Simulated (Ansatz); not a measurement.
## Four-centre ligand exchange

Start structure (SiNH6SF, closed shell), relaxed at PBE0-D4/def2-TZVP:

Si1  (-1.046, 0.164, 0.158)
F2  (-0.112, -0.808, -0.726)
H3  (-2.283, 0.342, -0.632)
H4  (-0.259, 1.400, 0.351)
N5  (-1.457, -0.460, 1.677)
H6  (1.780, -0.075, -1.762)
S7  (2.777, 0.740, -2.143)
H8  (-2.170, -1.160, 1.795)
H9  (-0.821, -0.435, 2.457)
H10  (3.591, 0.291, -1.176)
(Å)

The step: SiNH₄F ([NH2][SiH2][F]) + H₂S → SiNH₅S ([NH2][SiH2][SH]) + HF; bonds formed: Si1–S7, F2–H6; bonds broken: Si1–F2, H6–S7. Ansatz 0.2.0; basis: def2-TZVPP and def2-QZVPP; cores frozen in the correlated methods. Extrapolation: Hartree–Fock as exp(−7.88 √X), correlation as X^−2.97. Energies below are by CCSD(T) at an estimated basis limit (MP2 extrapolated from triple and quadruple zeta, plus CCSD(T) − MP2 in triple zeta).

Problem. What are the electronic barrier and the energy of the step, from the start structure to the end structure? (An estimate is asked for; the value comes from the calculation.)

Solution. By the calculation: Barrier 176.7 kJ/mol; step energy 65.5 kJ/mol (uphill); reverse barrier, their difference, 111.2 kJ/mol. Barrier and step energy count from the start structure, the reverse barrier from the end structure.

The saddle point: One imaginary mode of 737i cm⁻¹.
```
  pair  start (Å)  saddle (Å)  end (Å)
Si1–S7       4.50        2.40     2.18
 F2–H6       2.28        1.27     0.94
Si1–F2       1.61        1.92     3.46
 H6–S7       1.34        1.52     2.18
```

Zero-point energy (harmonic, PBE0-D4): ZPE is 163.9 kJ/mol at the start and 164.2 kJ/mol at the saddle, so the barrier goes from 176.7 to 177.0 kJ/mol.

The T1 diagnostic stays at or below 0.013. The start structure is not quite a true minimum (one mode of 30i cm⁻¹).

Labels in which every atom is bracketed show which atoms are joined, not bond orders.

For scale, one of the runs: CCSD(T)/def2-TZVPP, 230 basis functions, launched by `ansatz run in.yaml --threads 4 --pin off --events-out ev --progress --plain --max-ram 9574MiB`. Time: 64 s of wall clock on 4 CPU threads of an AMD EPYC 7R43; the host was shared. Peak host memory: 3.8 GiB.
